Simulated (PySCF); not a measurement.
[CrF6]3-: Cr(III) (d3), charge -3. The structure is a PBE0-D3(BJ)/def2-SVP, IEF-PCM water geometry optimised for multiplicity 4; coordination octahedral, point group Oh, metal–donor distances 1.92 Å.

```
7

Cr    0.000    0.000    0.000
F     0.000    1.917    0.000
F     0.000   -1.917    0.000
F     0.000    0.000    1.917
F     0.000    0.000   -1.917
F     1.917    0.000    0.000
F    -1.917    0.000    0.000
```

Method (PySCF 2.14, density fitting): CASSCF(3,5) with orbitals averaged over all microstates of the shell, strongly contracted NEVPT2 on the averaged canonical orbitals; basis x2c-TZVPall on the metal, x2c-SVPall elsewhere; spin-free X2C; IEF-PCM water; spin-orbit coupling by state interaction with the mean-field operator over all roots.

Problem. Which term lies lowest, and with what spin?

Solution. 4A2g (S = 3/2, orbital degeneracy 1), with 3.0 electrons in the lower (t2g-type) set and 0.0 in the upper (eg-type) set, by NEVPT2.

Problem. List the excited states of the same spin.

Solution. By NEVPT2: 4T2g at 16780 cm⁻¹ (596 nm); 4T1g at 25158 cm⁻¹ (397 nm); 4T1g at 37837 cm⁻¹ (264 nm). All are electric-dipole forbidden at this geometry.

Problem. Which is the lowest state of another spin?

Solution. 2Eg at 17603 cm⁻¹ by NEVPT2; CASSCF alone puts it at 19342 cm⁻¹ above the same ground state.

Problem. Give the fitted ligand-field and repulsion parameters.

Solution. At CASSCF level (the NEVPT2 levels don't fit a ligand-field model well): orbital energies 0, 0, 0, 14431, 14431 cm⁻¹; 10Dq = 14431 cm⁻¹; B = 1064 cm⁻¹; C = 3989 cm⁻¹; B over its free-ion value at the same level 0.921; rms of the fit 73 cm⁻¹; ζ = 260 cm⁻¹ (free ion 278).

Problem. What are the magnetic parameters?

Solution. The ground multiplet follows a spin Hamiltonian with S = 3/2, g = 1.966, 1.966, 1.966, D = 0 (spin-orbit part alone); the lowest levels hold 100 % of the spin-free ground state. μeff is 3.84 μB at 300 K and 3.81 μB at 10 K; the spin-only value is 3.88 μB.

No frequencies were computed for the optimised geometry. NEVPT2 lifts 4T2g from 14420 to 16780 cm⁻¹; on the d shell alone it tends to overshoot states that fill the eg-type orbitals. NEVPT2 on the d shell alone tends to put d–d bands too high for such charged or covalently bound ions.

The job took 9.2 s on one thread of Arm Neoverse V2 (shared host), with 132 basis functions and a peak of 0.53 GiB, launched as `OMP_NUM_THREADS=1 python lf_run.py task.json out`.
